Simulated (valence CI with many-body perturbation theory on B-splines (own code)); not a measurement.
E1 line list for Ne³⁺

Level of theory: configuration interaction combined with many-body perturbation theory (CI+MBPT): five valence electrons over a frozen Dirac-Fock core [He], radial functions for each j: 9 s, 9 p, 8 d, 6 f, 3 g, 1 h, with the one-electron correlation potential Σ1, the two-electron term Σ2, the three-electron term Σ3, Breit, model QED; selected CI, second order for the rest, scaled by the run's own slope (own B-spline code, finite nucleus).

Set against measurement, 12 paired levels are off by 131 cm⁻¹ on average, the worst by 211. These come from a selection out of Moore, Atomic Energy Levels, vol. I, NSRDS-NBS 35 (1971 reprint of NBS Circular 467, 1949), an old analysis. Levels without a partner in it may be off by more. Among the levels kept, up to 1300 cm⁻¹ of a level comes from second order outside the variational space, and about a tenth of that is noise between levels of different J, which matters for small intervals.

Lines 1 to 50 of 277 in falling wavelength, among levels below 596493 cm⁻¹, chosen from the strongest by gf and those to the six lowest levels. Wavelengths and rates use the calculated energies, so an error of 100 cm⁻¹ moves a line at 222.1 nm by 0.22 % and its rate by three times that or more. Electric multipoles are in the length gauge, E1 and E2 with the static RPA response of the core. Weak lines are less certain than strong ones. Lines between different terms over intervals too small for the method are left out, as are lines whose strength nearly cancels. Where a level lies close to another of its J and parity, the split of strength between their lines is uncertain. The highest levels of a list are the least certain.

Names give the largest LS component (configuration and term), which can be under half, so a name can repeat, a term be missing and a line seem to break the LS rules; names also repeat where a configuration has a term twice. Letters in brackets count levels of one name in rising energy.

| λ vac (nm) | λ from measured levels | Upper | Lower | A (s⁻¹) | log gf | Branch % |
| --- | --- | --- | --- | --- | --- | --- |
| 542.9 |  | 2s2 2p2 3d 2F_5/2 | 2s2 2p2 3p 2D°_3/2 [b] | 1.39e+06 | -1.43 | 0.0 |
| 532.4 |  | 2s2 2p2 3p 2D°_3/2 [a] | 2s2 2p2 3s 2D_3/2 | 2.69e+06 | -1.34 | 1.0 |
| 520.1 |  | 2s2 2p2 3d 2F_7/2 | 2s2 2p2 3p 2D°_5/2 [b] | 1.75e+06 | -1.25 | 0.0 |
| 512.9 |  | 2s2 2p2 3p 2D°_5/2 [a] | 2s2 2p2 3s 2D_5/2 | 3.32e+06 | -1.11 | 1.3 |
| 503.5 |  | 2s2 2p2 3d 2D_5/2 | 2s2 2p2 3p 2P°_3/2 [b] | 3.71e+06 | -1.07 | 0.0 |
| 501.4 |  | 2s2 2p2 3d 2D_3/2 | 2s2 2p2 3p 2P°_1/2 [b] | 3.21e+06 | -1.32 | 0.0 |
| 401.9 |  | 2s2 2p2 3p 2P°_1/2 [a] | 2s2 2p2 3s 2D_3/2 | 6.03e+06 | -1.53 | 0.9 |
| 399.9 |  | 2s2 2p2 3p 2P°_3/2 [a] | 2s2 2p2 3s 2D_5/2 | 5.42e+06 | -1.28 | 0.8 |
| 388.9 |  | 2s2 2p2 3d 2D_3/2 | 2s2 2p2 3p 2D°_3/2 [b] | 3.24e+06 | -1.53 | 0.0 |
| 384.2 |  | 2s2 2p2 3d 2D_5/2 | 2s2 2p2 3p 2D°_5/2 [b] | 3.86e+06 | -1.29 | 0.0 |
| 382.3 |  | 2s2 2p2 3p 2S°_1/2 | 2s2 2p2 3s 2P_3/2 | 3.81e+07 | -0.78 | 44.3 |
| 372.2 |  | 2s2 2p2 3p 2S°_1/2 | 2s2 2p2 3s 2P_1/2 | 2.25e+07 | -1.03 | 26.1 |
| 253.5 |  | 2s2 2p2 3d 2P_3/2 | 2s2 2p2 3p 2P°_3/2 [a] | 8.09e+07 | -0.51 | 0.3 |
| 252.7 |  | 2s2 2p2 3d 2P_3/2 | 2s2 2p2 3p 2P°_1/2 [a] | 1.85e+07 | -1.15 | 0.1 |
| 251.2 |  | 2s2 2p2 3d 2P_1/2 | 2s2 2p2 3p 2P°_3/2 [a] | 2.50e+07 | -1.33 | 0.1 |
| 250.4 |  | 2s2 2p2 3d 2P_1/2 | 2s2 2p2 3p 2P°_1/2 [a] | 5.35e+07 | -1.00 | 0.3 |
| 248.0 |  | 2s2 2p2 3d 4D_3/2 | 2s2 2p2 3p 2P°_3/2 [a] | 6.48e+06 | -1.62 | 0.2 |
| 246.7 |  | 2s2 2p2 3d 4D_1/2 | 2s2 2p2 3p 2P°_1/2 [a] | 2.70e+07 | -1.31 | 0.3 |
| 241.3 |  | 2s2 2p2 3p 2D°_3/2 [a] | 2s2 2p2 3s 2P_3/2 | 3.37e+07 | -0.93 | 13.0 |
| 240.5 |  | 2s2 2p2 3p 4D°_3/2 | 2s2 2p2 3s 4P_5/2 | 7.53e+06 | -1.58 | 3.0 |
| 238.5 |  | 2s2 2p2 3p 4D°_5/2 | 2s2 2p2 3s 4P_5/2 | 5.49e+07 | -0.55 | 21.7 |
| 238.4 |  | 2s2 2p2 3p 4D°_1/2 | 2s2 2p2 3s 4P_3/2 | 3.21e+07 | -1.26 | 12.8 |
| 237.2 |  | 2s2 2p2 3p 2D°_3/2 [a] | 2s2 2p2 3s 2P_1/2 | 1.73e+08 | -0.23 | 66.4 |
| 237.2 |  | 2s2 2p2 3p 2D°_5/2 [a] | 2s2 2p2 3s 2P_3/2 | 2.06e+08 | 0.02 | 78.6 |
| 237.1 |  | 2s2 2p2 3p 4D°_3/2 | 2s2 2p2 3s 4P_3/2 | 1.14e+08 | -0.42 | 45.3 |
| 236.2 |  | 2s2 2p2 3p 4D°_1/2 | 2s2 2p2 3s 4P_1/2 | 1.98e+08 | -0.48 | 79.0 |
| 235.8 |  | 2s2 2p2 3p 4D°_7/2 | 2s2 2p2 3s 4P_5/2 | 2.32e+08 | 0.19 | 92.4 |
| 235.2 |  | 2s2 2p2 3p 4D°_5/2 | 2s2 2p2 3s 4P_3/2 | 1.77e+08 | -0.06 | 70.0 |
| 235.0 |  | 2s2 2p2 3p 4D°_3/2 | 2s2 2p2 3s 4P_1/2 | 1.10e+08 | -0.44 | 43.5 |
| 229.2 |  | 2s2 2p2 3p 2F°_5/2 | 2s2 2p2 3s 2D_3/2 | 2.46e+08 | 0.06 | 58.7 |
| 229.2 |  | 2s2 2p2 3p 2F°_5/2 | 2s2 2p2 3s 2D_5/2 | 1.39e+07 | -1.18 | 3.3 |
| 228.5 |  | 2s2 2p2 3p 2F°_7/2 | 2s2 2p2 3s 2D_5/2 | 2.62e+08 | 0.22 | 62.2 |
| 222.1 | 222.1 | 2s2 2p2 3p 4P°_3/2 | 2s2 2p2 3s 4P_5/2 | 1.14e+08 | -0.47 | 16.4 |
| 220.4 | 220.4 | 2s2 2p2 3p 4P°_5/2 | 2s2 2p2 3s 4P_5/2 | 2.06e+08 | -0.05 | 29.7 |
| 220.1 |  | 2s2 2p2 3p 4P°_1/2 | 2s2 2p2 3s 4P_3/2 | 2.34e+08 | -0.47 | 34.0 |
| 219.3 | 219.3 | 2s2 2p2 3p 4P°_3/2 | 2s2 2p2 3s 4P_3/2 | 5.18e+07 | -0.83 | 7.5 |
| 218.2 |  | 2s2 2p2 3p 4P°_1/2 | 2s2 2p2 3s 4P_1/2 | 3.94e+07 | -1.25 | 5.7 |
| 217.6 | 217.7 | 2s2 2p2 3p 4P°_5/2 | 2s2 2p2 3s 4P_3/2 | 6.85e+07 | -0.54 | 9.9 |
| 217.4 | 217.5 | 2s2 2p2 3p 4P°_3/2 | 2s2 2p2 3s 4P_1/2 | 1.09e+08 | -0.51 | 15.8 |
| 216.7 |  | 2s2 2p2 3p 2P°_1/2 [c] | 2s2 2p2 3s 2S_1/2 | 3.04e+08 | -0.37 | 43.4 |
| 216.7 |  | 2s2 2p2 3p 2P°_3/2 [c] | 2s2 2p2 3s 2S_1/2 | 3.04e+08 | -0.07 | 43.5 |
| 215.1 | 215.8 | 2s2 2p2 3d 4P_5/2 | 2s2 2p2 3p 4S°_3/2 | 1.82e+08 | -0.12 | 0.3 |
| 213.9 | 214.4 | 2s2 2p2 3d 4P_3/2 | 2s2 2p2 3p 4S°_3/2 | 2.00e+08 | -0.26 | 0.3 |
| 213.3 | 213.9 | 2s2 2p2 3d 4P_1/2 | 2s2 2p2 3p 4S°_3/2 | 2.11e+08 | -0.54 | 0.3 |
| 210.3 |  | 2s2 2p2 3p 2P°_1/2 [a] | 2s2 2p2 3s 2P_3/2 | 1.00e+08 | -0.88 | 15.4 |
| 209.8 |  | 2s2 2p2 3p 2P°_3/2 [a] | 2s2 2p2 3s 2P_3/2 | 2.38e+08 | -0.20 | 36.4 |
| 207.3 |  | 2s2 2p2 3p 2P°_1/2 [a] | 2s2 2p2 3s 2P_1/2 | 1.93e+08 | -0.60 | 29.5 |
| 206.7 |  | 2s2 2p2 3p 2P°_3/2 [a] | 2s2 2p2 3s 2P_1/2 | 5.09e+07 | -0.88 | 7.8 |
| 206.4 |  | 2s2 2p2 3d 2F_5/2 | 2s2 2p2 3p 2D°_5/2 [a] | 2.71e+07 | -0.98 | 0.1 |
| 203.5 |  | 2s2 2p2 3d 2F_7/2 | 2s2 2p2 3p 2D°_5/2 [a] | 4.50e+08 | 0.35 | 1.6 |
